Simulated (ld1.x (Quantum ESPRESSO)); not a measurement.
Transferability test, TM potential for fluorine

```json
{"Element": "fluorine (F)", "Generator": "ld1.x (Quantum ESPRESSO) 7.5", "Type": "norm-conserving Troullier–Martins (Kleinman–Bylander form)", "Functional": "PW91", "Relativity": "fully relativistic", "Frozen core": "[He]", "Valence charge": "7", "Reference configuration": "2s2 2p5", "Partial waves": "2s (bound): rc 0.80 bohr; 2p (bound): rc 1.85 bohr; 3d channel at -0.1 Ry: rc 1.65 bohr", "Local potential": "the d channel", "Core correction": "Bessel-smoothed model core, default radius (core density twice the valence density)"}
```

Open shells are filled in proportion to 2j + 1 (rel_dist='average').

Energies are relative to the spin-unpolarised reference configuration 2s2 2p5; without spin polarisation the order of configurations can differ from experiment. The d channel is local and has no spin–orbit splitting in the pseudo-atom.

Problem. Give the all-electron excitation energy and the error of the potential for: 2s2 2p4; 2s2 2p3; 2s2 2p2; 2s2 2p1; 2s1 2p6; 2s2 2p5.3; 2s2 2p4.5.

Solution.

```csv
valence configuration,charge,ΔE all-electron (eV),error AE − PS (meV)
2s2 2p4,+1,19.494,+75
2s2 2p3,+2,58.005,+612
2s2 2p2,+3,118.793,+2321
2s2 2p1,+4,204.765,+6200
2s1 2p6,0,18.769,-13
2s2 2p5.3,-0.3,-2.696,+1.4
2s2 2p4.5,+0.5,7.592,+12
```
